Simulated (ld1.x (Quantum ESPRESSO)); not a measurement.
# Building the ultrasoft potential for gallium (LDA (PZ), scalar-relativistic).

ld1.x (Quantum ESPRESSO) 7.5 was run on this input:

```
&input
   title='Ga', zed=31., rel=1, dft='PZ', iswitch=3,
   config='[Ar] 3d10 4s2 4p1',
   nld=3, rlderiv=2.75, eminld=-3.0, emaxld=5.0, deld=0.02
 /
 &inputp
   pseudotype=3, tm=.true., lloc=-1, rcloc=1.75,
   nlcc=.true., new_core_ps=.true.,
   which_augfun='PSQ', rmatch_augfun_nc=.true.,
   file_pseudopw='Ga.UPF', file_wfcaegen='ae.wfc', file_wfcncgen='nc.wfc', file_beta='beta', file_chi='chi', file_wfcusgen='us.wfc'
 /
6
4S  1  0   2.00   0.00  1.90  2.10  0.0
4S  1  0   0.00   1.30  1.90  2.10  0.0
4P  2  1   1.00   0.00  2.40  2.55  0.0
4P  2  1   0.00   0.40  2.40  2.55  0.0
3D  3  2  10.00   0.00  0.80  1.05  0.0
3D  3  2   0.00  -1.05  0.80  1.05  0.0
 &test
   configts(1)='3d10 4s2 4p1'
 /
```

Command:

```bash
ld1.x < Ga.in > Ga.out
```

The program printed (shortened: banner, matrices, multipoles, cross overlaps and the repeated all-electron block are left out):

```
Program LD1 v.7.5
     --------------------------- All-electron run ----------------------------

     Ga
     scalar relativistic calculation

     atomic number is 31.00
     dft =PZ   lsd =0 sic =0 latt =0  beta=0.20 tr2=1.0E-14
     Exchange-correlation= PZ
                           (   1   1   0   0   0   0   0)
     mesh =1205 r(mesh) = 101.09016 a.u. xmin = -7.00 dx = 0.01250
     1 Ry =  13.60569312 eV, c = 137.03599908

     n l     nl                  e(Ry)          e(Ha)          e(eV)
     1 0     1S 1( 2.00)      -750.4721      -375.2360    -10210.6928
     2 0     2S 1( 2.00)       -92.6130       -46.3065     -1260.0647
     2 1     2P 1( 6.00)       -80.7173       -40.3586     -1098.2145
     3 0     3S 1( 2.00)       -10.8359        -5.4179      -147.4293
     3 1     3P 1( 6.00)        -7.2509        -3.6254       -98.6531
     3 2     3D 1(10.00)        -1.4259        -0.7130       -19.4009
     4 0     4S 1( 2.00)        -0.6743        -0.3372        -9.1745
     4 1     4P 1( 1.00)        -0.2012        -0.1006        -2.7381

     final scf error:  3.7E-15 reached in  29 iterations

     Etot =   -3882.236433 Ry,   -1941.118217 Ha,  -52820.517539 eV

     Ekin =    3946.721748 Ry,    1973.360874 Ha,   53697.884950 eV
     Encl =   -9361.643666 Ry,   -4680.821833 Ha, -127371.650844 eV
     Eh   =    1677.889087 Ry,     838.944544 Ha,   22828.844013 eV
     Exc  =    -145.203603 Ry,     -72.601801 Ha,   -1975.595657 eV

     normalization and overlap integrals

     s(1S/1S) =  1.000000  <r> =   0.0487  <r2> =    0.0032  r(max) =   0.0319
     s(2S/2S) =  1.000000  <r> =   0.2182  <r2> =    0.0562  r(max) =   0.1833
     s(2P/2P) =  1.000000  <r> =   0.1909  <r2> =    0.0447  r(max) =   0.1464
     s(3S/3S) =  1.000000  <r> =   0.6531  <r2> =    0.4929  r(max) =   0.5647
     s(3P/3P) =  1.000000  <r> =   0.6799  <r2> =    0.5459  r(max) =   0.5647
     s(3D/3D) =  1.000000  <r> =   0.8112  <r2> =    0.8646  r(max) =   0.5305
     s(4S/4S) =  1.000000  <r> =   2.3304  <r2> =    6.3255  r(max) =   1.8748
     s(4P/4P) =  1.000000  <r> =   3.3736  <r2> =   13.7367  r(max) =   2.5307

     ------------------------ End of All-electron run ------------------------

     --------------------- Generating US pseudopotential ---------------------

      Generating local potential from pseudized AE potential:
      Matching radius rcloc =   1.7500

      Local pseudo, rcloc= 1.761 Estimated cut-off energy=     7.89 Ry

      Computing core charge for nlcc:

       r > 0.31 : true rho core
      Core charge pseudized with two Bessel functions
      Integrated core pseudo-charge :  14.63
      Wfc-us  4S rcutus= 2.098  Estimated cut-off energy=    10.42 Ry
      Wfc-us  4S rcutus= 2.098  Estimated cut-off energy=    15.44 Ry
      Wfc-us  4P rcutus= 2.563  Estimated cut-off energy=    11.42 Ry
      Wfc-us  4P rcutus= 2.563  Estimated cut-off energy=    12.77 Ry
      Wfc-us  3D rcutus= 1.042  Estimated cut-off energy=   106.67 Ry
      Wfc-us  3D rcutus= 1.042  Estimated cut-off energy=   109.01 Ry

     Q pseudized with Bessel functions
     Expected ecutrho=     638.5868 due to l1=  2   l2=  2

     ------------------- End of pseudopotential generation -------------------

     Computing logarithmic derivative in   2.74500
     Computing logarithmic derivative in   2.74500
     Computing the partial wave expansion
     R is outside the sphere for l=    0 j= 0.00
     R is outside the sphere for l=    0 j= 0.00
     R is outside the sphere for l=    1 j= 0.00
     R is outside the sphere for l=    1 j= 0.00
     R is outside the sphere for l=    2 j= 0.00
     R is outside the sphere for l=    2 j= 0.00

     ---------------------- Testing the pseudopotential ----------------------

     Ga
     scalar relativistic calculation

     atomic number is 31.00   valence charge is 13.00
     dft =PZ   lsd =0 sic =0 latt =0  beta=0.20 tr2=1.0E-14
     mesh =1205 r(mesh) = 101.09016 xmin = -7.00 dx = 0.01250

     n l     nl             e AE (Ry)        e PS (Ry)    De AE-PS (Ry)
     3 2     3D   1(10.00)       -1.42594       -1.42594        0.00000
     1 0     4S   1( 2.00)       -0.67431       -0.67431        0.00000
     2 1     4P   1( 1.00)       -0.20125       -0.20125        0.00000

     eps = 2.3E-15  iter =  4

     Etot =   -3882.236433 Ry,   -1941.118217 Ha,  -52820.517539 eV
     Etotps =  -215.669163 Ry,    -107.834581 Ha,   -2934.328443 eV

     Ekin =      91.166504 Ry,      45.583252 Ha,    1240.383480 eV
     Encl =    -325.784255 Ry,    -162.892127 Ha,   -4432.520592 eV
     Ehrt =     144.924700 Ry,      72.462350 Ha,    1971.800990 eV
     Ecxc =     -89.373389 Ry,     -44.686694 Ha,   -1215.986897 eV
     (Ecc =     -58.031155 Ry,     -29.015578 Ha,    -789.554088 eV)
     Epseu=     -36.602724 Ry,     -18.301362 Ha,    -498.005424 eV

     ---------------------- End of pseudopotential test ----------------------
```

Generation and configuration tests took about 2.4 s on one core of a shared server CPU.

Transferability test of the new file with ld1.x, input:

```
&input
   title='Ga', zed=31., rel=1, dft='PZ', iswitch=2,
   config='[Ar] 3d10 4s2 4p1'
 /
 &test
   file_pseudo='Ga.UPF', nconf=10,
   configts(1)='3d10 4s2 4p1',
   configts(2)='3d10 4s2 4p0',
   configts(3)='3d10 4s1 4p0',
   configts(4)='3d10 4s0 4p0',
   configts(5)='3d9 4s2 4p2',
   configts(6)='3d10 4s1 4p1',
   configts(7)='3d10 4s0 4p3',
   configts(8)='3d10 4s1 4p2',
   configts(9)='3d10 4s2 4p1', lsdts(9)=1,
   configts(10)='3d10 4s1 4p0', lsdts(10)=1
 /
```

```bash
ld1.x < Ga.test.in > Ga.test.out
```

Pseudopotential blocks of its output, shortened (energy terms left out; the distinct warnings before each block abridged to one line each):

```
     ---------------------- Testing the pseudopotential ----------------------

     n l     nl             e AE (Ry)        e PS (Ry)    De AE-PS (Ry)
     3 2     3D   1(10.00)       -1.42594       -1.42594        0.00000
     1 0     4S   1( 2.00)       -0.67431       -0.67431        0.00000
     2 1     4P   1( 1.00)       -0.20125       -0.20125        0.00000

     eps = 2.2E-15  iter =  4

     Etot =   -3882.236433 Ry,   -1941.118217 Ha,  -52820.517539 eV
     Etotps =  -215.669163 Ry,    -107.834581 Ha,   -2934.328443 eV

     ---------------------- End of pseudopotential test ----------------------

          ---------------------- Testing the pseudopotential ----------------------

     n l     nl             e AE (Ry)        e PS (Ry)    De AE-PS (Ry)
     3 2     3D   1(10.00)       -2.03975       -2.04008        0.00033
     1 0     4S   1( 2.00)       -1.22440       -1.22502        0.00062
     2 1     4P   1( 0.00)       -0.68392       -0.68430        0.00038

     eps = 4.3E-17  iter =  9

     Etot =   -3881.803644 Ry,   -1940.901822 Ha,  -52814.629149 eV
     Etotps =  -215.236208 Ry,    -107.618104 Ha,   -2928.437797 eV
     dEtot_ae =       0.432789 Ry
     dEtot_ps =       0.432954 Ry,   Delta E=      -0.000166 Ry

     ---------------------- End of pseudopotential test ----------------------

          ---------------------- Testing the pseudopotential ----------------------

     n l     nl             e AE (Ry)        e PS (Ry)    De AE-PS (Ry)
     3 2     3D   1(10.00)       -2.92056       -2.91731       -0.00325
     1 0     4S   1( 1.00)       -1.94604       -1.94898        0.00295
     2 1     4P   1( 0.00)       -1.32582       -1.32833        0.00251

     eps = 3.4E-15  iter =  9

     Etot =   -3880.223214 Ry,   -1940.111607 Ha,  -52793.126303 eV
     Etotps =  -213.654011 Ry,    -106.827006 Ha,   -2906.910911 eV
     dEtot_ae =       2.013219 Ry
     dEtot_ps =       2.015151 Ry,   Delta E=      -0.001933 Ry

     ---------------------- End of pseudopotential test ----------------------

          ---------------------- Testing the pseudopotential ----------------------

     n l     nl             e AE (Ry)        e PS (Ry)    De AE-PS (Ry)
     3 2     3D   1(10.00)       -3.88394       -3.87436       -0.00958  !
     1 0     4S   1( 0.00)       -2.69787       -2.70677        0.00890  !
     2 1     4P   1( 0.00)       -1.99720       -2.00525        0.00805  !

     eps = 1.7E-17  iter =  9

     Etot =   -3877.900648 Ry,   -1938.950324 Ha,  -52761.526175 eV
     Etotps =  -211.325806 Ry,    -105.662903 Ha,   -2875.234059 eV
     dEtot_ae =       4.335785 Ry
     dEtot_ps =       4.343357 Ry,   Delta E=      -0.007572 Ry

     ---------------------- End of pseudopotential test ----------------------

          Warning: n=3, l=2 expected 0 nodes, found 1
     ---------------------- Testing the pseudopotential ----------------------

     n l     nl             e AE (Ry)        e PS (Ry)    De AE-PS (Ry)
     3 2     3D   1( 9.00)       -2.08041       -2.14553        0.06512  !
     1 0     4S   1( 2.00)       -0.84953       -0.84992        0.00039
     2 1     4P   1( 2.00)       -0.29674       -0.29816        0.00142

     eps = 7.0E-15  iter = 12

     Etot =   -3880.736889 Ry,   -1940.368444 Ha,  -52800.115199 eV
     Etotps =  -214.142268 Ry,    -107.071134 Ha,   -2913.553981 eV
     dEtot_ae =       1.499544 Ry
     dEtot_ps =       1.526895 Ry,   Delta E=      -0.027350 Ry

     ---------------------- End of pseudopotential test ----------------------

          ---------------------- Testing the pseudopotential ----------------------

     n l     nl             e AE (Ry)        e PS (Ry)    De AE-PS (Ry)
     3 2     3D   1(10.00)       -2.17235       -2.17072       -0.00163
     1 0     4S   1( 1.00)       -1.30483       -1.30561        0.00077
     2 1     4P   1( 1.00)       -0.74971       -0.75038        0.00068

     eps = 3.7E-16  iter = 12

     Etot =   -3881.256099 Ry,   -1940.628050 Ha,  -52807.179421 eV
     Etotps =  -214.688462 Ry,    -107.344231 Ha,   -2920.985333 eV
     dEtot_ae =       0.980334 Ry
     dEtot_ps =       0.980700 Ry,   Delta E=      -0.000367 Ry

     ---------------------- End of pseudopotential test ----------------------

          ---------------------- Testing the pseudopotential ----------------------

     n l     nl             e AE (Ry)        e PS (Ry)    De AE-PS (Ry)
     3 2     3D   1(10.00)       -1.68592       -1.68172       -0.00420
     1 0     4S   1( 0.00)       -0.82530       -0.82536        0.00005
     2 1     4P   1( 3.00)       -0.30515       -0.30546        0.00031

     eps = 6.1E-15  iter = 13

     Etot =   -3881.240954 Ry,   -1940.620477 Ha,  -52806.973355 eV
     Etotps =  -214.673873 Ry,    -107.336937 Ha,   -2920.786842 eV
     dEtot_ae =       0.995479 Ry
     dEtot_ps =       0.995289 Ry,   Delta E=       0.000190 Ry

     ---------------------- End of pseudopotential test ----------------------

          ---------------------- Testing the pseudopotential ----------------------

     n l     nl             e AE (Ry)        e PS (Ry)    De AE-PS (Ry)
     3 2     3D   1(10.00)       -1.56301       -1.56076       -0.00225
     1 0     4S   1( 1.00)       -0.75559       -0.75560        0.00001
     2 1     4P   1( 2.00)       -0.25722       -0.25737        0.00014

     eps = 6.9E-15  iter =  9

     Etot =   -3881.750424 Ry,   -1940.875212 Ha,  -52813.905050 eV
     Etotps =  -215.183185 Ry,    -107.591593 Ha,   -2927.716387 eV
     dEtot_ae =       0.486009 Ry
     dEtot_ps =       0.485977 Ry,   Delta E=       0.000032 Ry

     ---------------------- End of pseudopotential test ----------------------

          ---------------------- Testing the pseudopotential ----------------------

     n l     nl             e AE (Ry)        e PS (Ry)    De AE-PS (Ry)
     3 2     3D   1( 5.00)       -1.42382       -1.42381       -0.00001
     1 0     4S   1( 1.00)       -0.68927       -0.68918       -0.00009
     2 1     4P   1( 1.00)       -0.21672       -0.21662       -0.00010
     3 2     3D   2( 5.00)       -1.41908       -1.41915        0.00007
     1 0     4S   2( 1.00)       -0.65009       -0.65029        0.00020
     2 1     4P   2( 0.00)       -0.17653       -0.17672        0.00018

     eps = 2.0E-15  iter =  8

     Etot =   -3882.246271 Ry,   -1941.123136 Ha,  -52820.651397 eV
     Etotps =  -215.678929 Ry,    -107.839465 Ha,   -2934.461325 eV
     dEtot_ae =      -0.009838 Ry
     dEtot_ps =      -0.009767 Ry,   Delta E=      -0.000072 Ry

     ---------------------- End of pseudopotential test ----------------------

          ---------------------- Testing the pseudopotential ----------------------

     n l     nl             e AE (Ry)        e PS (Ry)    De AE-PS (Ry)
     3 2     3D   1( 5.00)       -2.92507       -2.92122       -0.00385
     1 0     4S   1( 1.00)       -1.98413       -1.98705        0.00292
     2 1     4P   1( 0.00)       -1.36083       -1.36329        0.00246
     3 2     3D   2( 5.00)       -2.90842       -2.90532       -0.00311
     1 0     4S   2( 0.00)       -1.88949       -1.89263        0.00315
     2 1     4P   2( 0.00)       -1.27086       -1.27365        0.00279

     eps = 3.6E-15  iter = 10

     Etot =   -3880.245818 Ry,   -1940.122909 Ha,  -52793.433843 eV
     Etotps =  -213.676581 Ry,    -106.838291 Ha,   -2907.217993 eV
     dEtot_ae =       1.990615 Ry
     dEtot_ps =       1.992581 Ry,   Delta E=      -0.001966 Ry

     ---------------------- End of pseudopotential test ----------------------
```
